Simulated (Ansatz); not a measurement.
Z-matrix (Å, degrees):
```
Si
C 1 1.902
B 1 2.007 2 112.5
H 1 1.494 2 108.1 3 116.8
H 1 1.483 2 107.6 3 -125.4
O 2 1.357 1 112.9 3 -69.7
N 2 1.264 1 120.1 3 108.2
H 3 1.196 1 119.8 2 -165.8
H 3 1.195 1 122.4 2 16.3
H 6 0.967 2 109.7 1 177.1
H 7 1.024 2 113.3 1 -177.7
```

The species carries charge 0 and has multiplicity 1.

Question: List the B3LYP/def2-TZVPP orbital energies in eV (Ansatz). (Estimate.)

Answer: The calculation gave: Occupied: -1798.76, -521.84, -389.19, -279.25, -184.25, -143.35, -98.68, -98.67, -98.64, -29.59, -24.37, -17.85, -15.32, -14.57, -13.20, -12.27, -11.70, -10.12, -9.72, -9.33, -8.49, -7.92, -7.63. Lowest empty: -2.68, -0.35, 0.22, 0.82, 1.57, 1.63, 1.68, 2.31.

B3LYP here is the variant with VWN-RPA as its local correlation; programs differ in this.
